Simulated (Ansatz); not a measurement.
All numbers were calculated with Ansatz.

A structure relaxed at PBE0-D4/def2-TZVP, charge 0, multiplicity 1:

Cartesian coordinates in Å:
```
N 0.821 1.889 0.834
C 0.643 0.927 0.035
O 1.638 0.560 -0.795
Ge -0.977 -0.203 -0.187
N -0.663 -2.005 -0.064
H 0.002 2.061 1.409
H 2.382 1.157 -0.617
H -1.583 0.066 -1.571
H -1.922 0.203 0.955
H -0.254 -2.292 0.814
H -0.087 -2.364 -0.814
```

(1) Give its formula and SMILES.

(2) Summarise the bond lengths by kind.

Answers

(1) CH6GeN2O, `N=[C](O)[GeH2][NH2]`.

(2) 1 × C–N 1.263 Å; 3 × H–N 1.011 to 1.015 Å; 1 × C–O 1.347 Å; 1 × C–Ge 1.988 Å; 1 × H–O 0.971 Å; 1 × Ge–N 1.834 Å; 2 × Ge–H 1.534 to 1.537 Å.
